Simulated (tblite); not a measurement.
C₆H₅O₂ (doublet state).
Atom-mapped SMILES: `[OH:1][c:2]1[c:3][cH:4][cH:5][cH:6][c:7]1[OH:8]` (hydrogens: H9 on O1; H10 on C4; H11 on C5; H12 on C6; H13 on O8)

A start from a force field or distance geometry was refined with GFN2-xTB geometry optimisation, gas phase (tblite 0.8.0). Values at the start:

```
coordinate    start
     O1–C2  1.352 Å
     O1–H9  0.973 Å
     C2–C3  1.397 Å
     C2–C7  1.394 Å
     C3–C4  1.380 Å
     C4–C5  1.410 Å
    C4–H10  1.079 Å
     C5–C6  1.399 Å
    C5–H11  1.084 Å
     C6–C7  1.385 Å
    C6–H12  1.089 Å
     C7–O8  1.360 Å
    O8–H13  0.983 Å
  O1–C2–C3   122.0°
  O1–C2–C7   118.5°
  C2–C3–C4   120.2°
  C2–C7–C6   121.1°
  C3–C2–C7   119.5°
  C3–C4–C5   120.0°
  C5–C6–C7   119.2°
  C6–C7–O8   118.9°
```

Task: How do these coordinates change at the GFN2-xTB level?

Result: 
```csv
coordinate,GFN2-xTB (Å or °),change
C2–C3,1.363,-0.034
O1–C2,1.376,+0.024
C2–C7,1.412,+0.018
C4–C5,1.393,-0.017
C3–C4,1.363,-0.017
C5–C6,1.383,-0.016
O8–H13,0.967,-0.016
C6–H12,1.078,-0.011
O1–H9,0.963,-0.010
C5–H11,1.079,-0.005
C7–O8,1.356,-0.004
C6–C7,1.386,+0.001
C4–H10,1.078,-0.001
C2–C3–C4,124.9,+4.7
O1–C2–C3,125.7,+3.7
C3–C4–C5,117.3,-2.7
C6–C7–O8,121.1,+2.2
C3–C2–C7,117.5,-2.0
C2–C7–C6,119.2,-1.9
C5–C6–C7,120.9,+1.7
O1–C2–C7,116.9,-1.6
```

The energy falls by 0.123 eV over 17 L-BFGS steps, the largest force on an atom goes from 1.97 to 0.010 eV/Å, and the atoms move by 0.031 Å rms after alignment. The bond that changes most is C2–C3 (ends: carbon bonded to 2 C and O; carbon bonded to 2 C), which shortens by 0.034 Å. Bonds longer at the end by more than 0.005 Å: 2 of 13; shorter: 8. Rotational constants go from 3494, 2295, 1385 to 3578, 2257, 1384 MHz.

The run took 0.1 s of wall time on Arm Neoverse V1, one thread, no GPU, shared host.

Its GFN2-xTB frequencies are all real (lowest 166 cm⁻¹).

Shape of the structure used: `[OH:1][c:2]1[c:3][cH:4][cH:5][cH:6][c:7]1[OH:8]`: H–O1–C2–C3 0°, H–O8–C7–C6 180°.

One conformer stands for the species.

These are computed values.
